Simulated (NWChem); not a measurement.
System: AlP$_{2}$H$_{5}$O; SMILES [OH][Al]([PH2])[PH2]

Input file for NWChem:

```
start job
memory heap 200 mb stack 900 mb global 1100 mb
geometry units angstroms noautosym nocenter noautoz
  Al     0.358910    -0.014138     0.047856
  O      2.065785    -0.142217     0.189623
  H      2.666093    -0.150490    -0.565880
  P     -0.675825     0.273870    -2.049217
  H      0.046541    -0.780893    -2.683101
  H     -1.801372    -0.542360    -1.734404
  P     -0.761397     0.229926     2.090440
  H     -1.851251    -0.620218     1.739217
  H     -0.016851    -0.799026     2.736573
end
basis spherical
  * library 6-31+g*
end
dft
  xc b3lyp
  iterations 150
end
property
  response 1 0.0
end
task dft property
```

All runs use the structure optimised with B3LYP/6-31G* (spherical d).

Static field.

Predict the main results of this run. (B3LYP/6-31+G* (spherical d).) Quantities: isotropic polarisability (bohr³); anisotropy (bohr³).


```json
{
 "isotropic polarisability (bohr³)": "86.0",
 "anisotropy (bohr³)": "46.6"
}
```
